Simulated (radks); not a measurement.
Results of a calculation; reference values are marked as such.
Problem. These are the eigenvalues of the occupied orbitals of an atom or ion with whole-number occupations (Ry). Code: a radial shooting solver on a logarithmic mesh with Libxc functionals. Model: Dirac Kohn-Sham, relativistic LDA (MacDonald-Vosko exchange, VWN5 correlation), spin-unpolarised, spherical densities, finite nucleus; Fermi nuclear charge, rms radius of each element as measured or else 0.836 A^(1/3) + 0.57 fm.

orbital  eigenvalue
1s1/2     -1302.853
2s1/2     -180.9856
2p1/2     -165.9785
2p3/2     -159.7187
3s1/2     -29.87651
3p1/2     -24.25492
3p3/2     -23.25598
3d3/2     -13.26553
3d5/2     -13.08218
4s1/2      -4.27595
4p1/2      -2.74512
4p3/2      -2.61039
4d3/2      -0.47983
5s1/2      -0.43735
5p1/2      -0.18596

Which element is it, and in what charge state? The configuration may be excited.

Solution. Z = 40, zirconium, charge 0: Zr in [Kr] 4d(3/2: 1, 5/2: 0) 5s2 5p(1/2: 1, 3/2: 0). The list shows which subshells hold electrons but not how many an open one holds; the 1s level, -651.43 hartree, gives Z - s = 36.1 by -(Z - s)^2/2, which with screening and relativity narrows Z to a few neighbours, and the depths of the outer levels then fix element, charge and occupations together.
